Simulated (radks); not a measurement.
All-electron atom: Ar4+ in [Ne] 3s2 3p2.

Calculated with a radial shooting solver on a logarithmic mesh with Libxc functionals: non-relativistic Kohn-Sham, PBE, spin-polarised, spherical densities, point nucleus; open shells are filled with parallel spins first.

Energy parts (eV):
part                      energy
total                 -14206.610
kinetic                14193.462
electron-nucleus      -32889.813
Hartree                 5273.372
exchange-correlation    -783.632

Orbitals (lengths in bohr, moments of r in powers of bohr):
| orbital | occ. | eigenvalue (eV) | <1/r> |
|---|---|---|---|
| 1s up | 1 | -3177.521 | 17.55 |
| 1s down | 1 | -3176.968 | 17.55 |
| 2s up | 1 | -362.7639 | 3.535 |
| 2s down | 1 | -362.2392 | 3.535 |
| 2p up | 3 | -298.2506 | 3.456 |
| 2p down | 3 | -297.5156 | 3.455 |
| 3s up | 1 | -82.7824 | 1.107 |
| 3s down | 1 | -79.1048 | 1.106 |
| 3p up | 2 | -66.9146 | 1.019 |
| 3p down | 0 | -63.3637 | 1.013 |

The highest occupied level is 3p up at -66.915 eV. The spin density at the nucleus is -0.3207 e/bohr^3 (1s -0.3914, 2s 0.1218, 3s -0.0512), a Fermi contact field of -16.8 T. Virial ratio -V/T = 2.00093. Summed over all electrons, <r^2> = 9.186 bohr^2, which gives a Langevin (diamagnetic) susceptibility term of -7.28 x 10^-6 cm^3/mol.
